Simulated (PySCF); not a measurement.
## Electron correlation in Si (silicon, neutral)

[Ne] 3s1 3p2 4s1, high-spin 5P determinant (an excited configuration). All numbers are calculated (PySCF 2.14, scalar relativity by spin-free X2C-1e, in x2c-QZVPPall with one added diffuse shell each of s, p, d, f type (10s7p5d3f1g, 86 functions)). Frozen: 1s2; 12 electrons correlated.

```json
{"level": "CCSD", "correlation energy (mhartree)": "-199.47"}
{"level": "(T)", "correlation energy (mhartree)": "-1.83"}
{"level": "CCSD(T)", "correlation energy (mhartree)": "-201.30"}
```

Diagnostics: T1 = 0.0091, D1 = 0.0424, largest double amplitude 0.038.

Task: Is a single reference adequate?

Result: Yes: T1 lies below 0.03 and no double amplitude reaches 0.07.

This basis was not built for core-valence correlation, so the inner-shell part is incomplete.
